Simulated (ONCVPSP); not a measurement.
# cerium (Ce): excitation energies, all-electron against ONCV

* Element: cerium (Ce)
* Generator: ONCVPSP 4.0.1
* Type: optimised norm-conserving Vanderbilt (ONCV)
* Functional: PBE
* Relativity: scalar-relativistic
* Frozen core: [Kr] 4d10
* Valence charge: 12
* Reference configuration: 4f1 5s2 5p6 5d1 6s2
* Partial waves: 5s+6s: rc 2.80 bohr, ncon 4, nbas 8, qcut 4.2 1/bohr, 2 projectors; 5p: rc 2.80 bohr, ncon 3, nbas 7, qcut 3.9 1/bohr, 2 projectors, debl 1.8 Ha; 5d: rc 3.80 bohr, ncon 4, nbas 8, qcut 3.3 1/bohr, 3 projectors, debl 3.5 Ha; 4f: rc 1.45 bohr, ncon 4, nbas 9, qcut 10.7 1/bohr, 2 projectors, debl 3.7 Ha
* Local potential: polynomial inside 1.45 bohr (lpopt 5, dvloc0 -1 Ha)
* Core correction: Teter function, fcfact 3, rcfact 1.6

Energies are relative to the spin-unpolarised reference configuration 4f1 5s2 5p6 5d1 6s2; without spin polarisation the order of configurations can differ from experiment.

Task: Give the all-electron excitation energy and the error of the potential for: 4f1 5s2 5p6 5d1 6s1; 4f1 5s2 5p6 5d1 6s0; 4f1 5s2 5p6 5d0 6s0; 4f1 5s2 5p5 5d1 6s2.

Result:

```json
{"valence configuration": "4f1 5s2 5p6 5d1 6s1", "charge": "+1", "ΔE all-electron (eV)": "6.070", "error AE − PS (meV)": "-13"}
{"valence configuration": "4f1 5s2 5p6 5d1 6s0", "charge": "+2", "ΔE all-electron (eV)": "17.151", "error AE − PS (meV)": "-75"}
{"valence configuration": "4f1 5s2 5p6 5d0 6s0", "charge": "+3", "ΔE all-electron (eV)": "36.330", "error AE − PS (meV)": "+54"}
{"valence configuration": "4f1 5s2 5p5 5d1 6s2", "charge": "+1", "ΔE all-electron (eV)": "27.861", "error AE − PS (meV)": "-198"}
```

Levels in the configuration 4f1 5s2 5p6 5d1 6s0:

```csv
level,all-electron (eV),pseudo (eV)
4f,-18.179,-18.496
5s,-53.373,-53.647
5p,-35.935,-36.139
5d,-14.854,-14.904
```

Note: ghosts flagged at negative energy: s at -9.3 eV; GHOST(+) flagged for p at 84.0 eV, d at 107.1 eV. A true bound ghost makes a file unfit for plane-wave use.
